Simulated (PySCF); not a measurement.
**Levels of Ar¹⁵⁺ from EOM-EA-GCCSD**

Reference: closed-shell Ar¹⁶⁺, 1s2; one electron is added. Calculated with PySCF 2.14, two-component X2C-1e with screened spin-orbit coupling, an even-tempered Gaussian basis (17 s from 1.3 bohr⁻², ratio 2.6; 10 p from 1.7 bohr⁻², ratio 2.6; 6 d from 1.8 bohr⁻², ratio 2.8; 3 f from 85 bohr⁻², ratio 2.8); frozen nothing; the 28 highest virtual spinors dropped; of the others 52 kept and the rest restored at second order. No Breit or QED terms. Binding energies in eV.

```
level  Koopmans  second order  EOM-CCSD
2s1/2    918.36        918.52    918.52
2p1/2    886.52        886.83    886.84
2p3/2    883.05        883.36    883.37
```

Electric-dipole lines between these computed levels:

```json
{"lower": "2s1/2", "upper": "2p1/2", "ΔE (eV)": "31.689", "vacuum wavelength (nm)": "39.13"}
{"lower": "2s1/2", "upper": "2p3/2", "ΔE (eV)": "35.157", "vacuum wavelength (nm)": "35.27"}
```

For comparison, the ionisation energy of Ar¹⁵⁺ is 918.38 eV (theoretical estimate listed by NIST; NIST Atomic Spectra Database, ionization energies).

Only part of the computed levels is shown.

The screened spin-orbit operator tends to give fine-structure splittings of light species too large.
